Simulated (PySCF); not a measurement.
**Stretching Br₂⁺**

Set-up: Br def2-TZVPPD; no relativity (PySCF 2.14). Energies in eV from Br⁺ + Br in their ground configurations at the same level. State: ²Πg (doublet), unpaired electrons π ↑.

All columns are r²SCAN0.

```csv
R (Å),E (eV),HOMO (eV),LUMO (eV),Mayer bond order,⟨S²⟩
1.889,-1.875,-14.66,-12.21,1.28,0.76
1.977,-2.767,-14.86,-12.43,1.29,0.76
2.065,-3.231,-15.03,-12.63,1.31,0.76
2.131,-3.381,-15.14,-12.77,1.32,0.76
2.197,-3.407,-15.25,-12.89,1.34,0.76
2.263,-3.342,-15.34,-13.00,1.35,0.76
2.351,-3.154,-15.44,-13.13,1.38,0.76
2.461,-2.817,-15.55,-13.27,1.41,0.76
2.592,-2.336,-15.64,-13.40,1.45,0.76
2.768,-1.665,-15.72,-13.53,1.48,0.75
```

Spin–orbit coupling is left out. The state is the lowest determinant that a PBE0 search found; another state may lie lower at other levels.
